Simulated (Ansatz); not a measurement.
C₂H₈FNSi (`FCNC[SiH3]`) from Hartree–Fock to CCSD(T)

```xyz
13

F    -1.372   -0.655   -2.235
C    -0.207   -1.163   -1.631
N     0.371   -0.284   -0.706
C    -0.432    0.054    0.458
Si    0.548    1.104    1.678
H    -0.508   -2.088   -1.133
H     0.493   -1.371   -2.442
H     0.758    0.533   -1.157
H    -0.708   -0.876    0.969
H    -1.375    0.558    0.203
H    -0.343    1.561    2.776
H     1.094    2.296    0.971
H     1.681    0.331    2.248
```

The species carries charge 0 and has multiplicity 1. All single points use the PBE0-D4/def2-TZVP geometry. It is one conformer, not always the lowest. Frozen core, restricted reference, Ansatz. CBS rows extrapolate triple and quadruple zeta; past MP2 they add the triple-zeta difference.

```
     basis     HF (Eh)  MP2 corr.
  def2-SVP  -522.92787   -0.73705
def2-TZVPP  -523.30742   -0.93549
def2-QZVPP  -523.32734   -1.00626
```

**Question.** Estimate the CCSD correlation energy and the (T) correction in each basis where they were run (hartree).

**Answer.** 
| basis | CCSD corr. | (T) |
| --- | --- | --- |
| def2-SVP | -0.79625 | -0.01982 |
| def2-TZVPP | -0.98412 | -0.03508 |
| CBS(def2) | -1.10732 | as TZ |
